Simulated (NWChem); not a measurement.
System: SiHCl₂F; SMILES F[SiH](Cl)Cl

NWChem input:

```
start job
memory heap 200 mb stack 900 mb global 1100 mb
geometry units angstroms noautosym nocenter noautoz
  Si     0.386173     0.412825     0.000000
  F      1.787395    -0.376940     0.000000
  Cl    -0.647567    -0.132842     1.669091
  Cl    -0.647567    -0.132842    -1.669091
  H      0.649984     1.862466     0.000000
end
basis spherical
  * library def2-svp
end
dft
  xc xpbe96 cpbe96
  iterations 150
end
cosmo
  do_cosmo_smd true
  solvent dmf
end
task dft energy
```

All runs use the structure optimised with PBE0/def2-SVP. Solvent: N,N-dimethylformamide.

Level: PBE/def2-SVP with SMD (1 M gas to 1 M solution), gas-phase geometry. Reactions with the solvent are ignored.

Give the results of this calculation. (PBE/def2-SVP, SMD on the gas-phase geometry.) Quantities: solvation free energy (kcal/mol); cavity-dispersion-structure term (kcal/mol); dipole in solution (D).


```json
{
  "solvation free energy (kcal/mol)": "-2.2",
  "cavity-dispersion-structure term (kcal/mol)": "-0.9",
  "dipole in solution (D)": "1.34"
}
```
